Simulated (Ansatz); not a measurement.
C2H7FGe, SMILES `FC[CH2][GeH3]`. Total charge 0; spin multiplicity 1.

Z-matrix (Å, degrees):
```
C
C 1 1.507
F 1 1.388 2 110.3
H 1 1.095 2 111.9 3 119.0
H 1 1.095 2 111.4 3 -119.1
Ge 2 1.968 1 113.3 3 54.1
H 2 1.093 1 110.5 3 -68.2
H 2 1.094 1 108.9 3 174.2
H 6 1.539 2 109.2 1 47.7
H 6 1.534 2 111.5 1 -73.4
H 6 1.539 2 108.8 1 166.5
```

Q: List the harmonic frequencies (cm⁻¹, unscaled) at PBE0-D4/def2-TZVP in Ansatz. (Best estimate.)

A: Ansatz gave: 80, 123, 201, 419, 495, 529, 630, 797, 833, 885, 889, 960, 996, 1100, 1204, 1221, 1307, 1413, 1440, 1511, 2146, 2149, 2173, 3044, 3067, 3090, 3122.

Q: Is this a minimum?

A: Yes, all 27 modes are real.

Q: Give the ideal-gas thermochemistry at 298.15 K and 1 bar (rigid rotor, harmonic oscillator; point group C1, symmetry number 1).

A: Zero-point energy 214.3 kJ/mol; H(298) − E = 232.9 kJ/mol; entropy 332.2 J/(mol·K), of which translation 168.8, rotation 110.2, vibration 53.2; G(298) − E = 133.8 kJ/mol. Modes under 100 cm⁻¹ are hindered rotations or soft bends, so the harmonic entropy is rough.

Q: And at 400, 500, 600, 800 and 1000 K?

A: 
```csv
T (K),H − E (kJ/mol),S (J/mol/K),G − E (kJ/mol)
400,243.8,363.5,98.4
500,256.6,392.0,60.6
600,271.2,418.5,20.1
800,304.6,466.4,-68.5
1000,342.2,508.3,-166.1
```
